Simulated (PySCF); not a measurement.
Species: C7H8.
SMILES with atom numbers: `[CH:1]#[C:2][C:3](=[CH2:4])[CH2:5][CH:6]=[CH2:7]` (hydrogens: H8 on C1; H9, H10 on C4; H11, H12 on C5; H13 on C6; H14, H15 on C7)

Torsions of this conformer, `[CH:1]#[C:2][C:3](=[CH2:4])[CH2:5][CH:6]=[CH2:7]`: C2–C3–C5–C6 63°, C3–C5–C6–C7 123°.

The closed-shell ground state was solved at several levels (PySCF, density fitting, gas phase, non-relativistic). Geometry: PBE0-D3(BJ)/def2-SVP, one conformer, isolated molecule.

```tsv
level	basis functions	total energy (Eh)	HOMO (eV)	LUMO (eV)	gap (eV)	dipole (D)
PBE0/pcSseg-1	159	-271.0704	-7.06	-0.88	6.18	0.30
KT2/pcSseg-2	364	-276.4280	-6.02	-1.88	4.14	0.30
wB97X-D/def2-SVPD	204	-271.1551	-8.85	0.82	9.67	0.31
```

(1) What might B3LYP/pcJ-1 (269 basis functions) give for the same quantities?

(2) Over all these levels, which gives the widest orbital gap and which the narrowest?

(3) How far do the dipole and the HOMO energy spread over the levels?

Results:

(1) Total energy -271.4656 Eh, HOMO -6.82 eV, LUMO -1.07 eV, gap 5.75 eV, dipole 0.28 D.

(2) wB97X-D/def2-SVPD (range-separated hybrid) has the widest, 9.67 eV, and KT2/pcSseg-2 (GGA) the narrowest, 4.14 eV. Functional and basis both differ between the two, so the spread mixes both effects.

(3) The dipole runs from 0.28 to 0.31 D (mean 0.30 D) and the HOMO from -8.85 to -6.02 eV.

The pairwise dispersion term of wB97X-D wasn't added to the energies; at a given geometry it leaves orbitals and properties as they are.
